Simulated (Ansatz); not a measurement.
Reaction (redistribution): `[OH][Ti]([OH])([OH])[Cl]` + `[SiH]Cl` → `[OH][Ti]([OH])([Cl])[Cl]` + `O[SiH]`

Gas-phase electronic energies from Ansatz, PBE0-D4/def2-TZVP geometries. CCSD(T)/CBS adds triple-zeta CCSD(T) − MP2 to the extrapolated MP2 energy (def2 sets, frozen cores). This one scheme is used for every species. DFT in def2-TZVPP. B3LYP here is the variant with VWN-RPA as its local correlation; programs differ in this. HSE06 is defined as in plane-wave codes. For Ti outer-core shells are correlated without core-valence functions, which leaves a few kJ/mol of doubt a bond. Scalar relativity is left out up to krypton. One conformer a species, not always the lowest.

**Question.** Is it downhill or uphill in electronic energy at CCSD(T)/CBS, and by how much? (An estimate is asked.)

**Answer.** The calculation gave: Downhill: ΔE = -34.8 kJ/mol.

**Question.** What do these levels give: r2SCAN-D4, HSE06-D4, ωB97M-V, B2PLYP, PBE, B3LYP, CAM-B3LYP, HF/def2-SVP, CCSD(T)/def2-SVP, CCSD(T)/def2-TZVPP, MP2/def2-QZVPP, MP2/CBS(def2)? (An estimate is asked.)

**Answer.** Computed: r2SCAN-D4 -35.3, HSE06-D4 -30.9, ωB97M-V -31.1, B2PLYP -37.7, PBE -29.1, B3LYP -31.9, CAM-B3LYP -32.4, HF/def2-SVP -19.9, CCSD(T)/def2-SVP -29.9, CCSD(T)/def2-TZVPP -36.0, MP2/def2-QZVPP -41.9, MP2/CBS(def2) -40.8 kJ/mol.

Largest T1 diagnostic among the species: 0.024, so the coupled-cluster value is less sure than usual.

In def2-TZVPP, CCSD(T) changes the Hartree–Fock value by −5.2 kJ/mol (the triples alone add −4.3 kJ/mol) and MP2 by −11.2 kJ/mol. At CCSD(T), def2-SVP lies +4.9 kJ/mol from the extrapolated value and def2-TZVPP −1.2 kJ/mol. Leaving LDA and LC-ωPBE aside and taking each functional with its dispersion term where it has one, the values, not all of them listed here, spread over 9.8 kJ/mol, from B97M-V to revPBE-D4. LDA lies −4.2 kJ/mol from PBE without D4.
